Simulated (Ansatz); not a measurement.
Consider the formal loss of a carbene: `C[SiH](F)[SiH2]Cl` → `[CH2]` (triplet) + `F[SiH2][SiH2]Cl`.

Calculated with Ansatz (gas phase, PBE0-D4/def2-TZVP geometries, no zero-point term in ΔE). CBS: MP2 limit from def2 TZ/QZ plus the TZ coupled-cluster correction, frozen cores. This one scheme is used for every species. DFT in def2-TZVPP. B3LYP here is the variant with VWN-RPA as its local correlation; programs differ in this. Triplets are unrestricted, without spin–orbit coupling. Each species was taken in one conformer, which may not be the lowest.

**Question.** Is it downhill or uphill in electronic energy at CCSD(T)/CBS, and by how much? (Best estimate.)

**Answer.** Ansatz gave: Uphill: ΔE = +116.6 kcal/mol.

**Question.** What do these levels give: r2SCAN-D4, PBE0-D4, B3LYP-D4, ωB97M-V, PBE0, B3LYP, MP2/def2-TZVPP, CCSD/def2-TZVPP, CCSD(T)/def2-TZVPP, HF/def2-QZVPP, MP2/def2-QZVPP, SCS-MP2/def2-QZVPP? (Best estimate.)

**Answer.** The calculation gave: r2SCAN-D4 112.0, PBE0-D4 116.4, B3LYP-D4 114.9, ωB97M-V 117.7, PBE0 114.8, B3LYP 112.1, MP2/def2-TZVPP 117.1, CCSD/def2-TZVPP 110.8, CCSD(T)/def2-TZVPP 113.6, HF/def2-QZVPP 79.9, MP2/def2-QZVPP 118.8, SCS-MP2/def2-QZVPP 118.4 kcal/mol.

Largest T1 diagnostic among the species: 0.011.

The D4 term adds +2.8 kcal/mol with B3LYP and +1.6 kcal/mol with PBE0; it sums over pairs of atoms, weighted by their polarisabilities, and B3LYP, whose exchange is more repulsive, gets the larger term. From PBE to PBE0 (25 % exact exchange), in def2-TZVPP and without D4, ΔE moves by −1.8 kcal/mol.
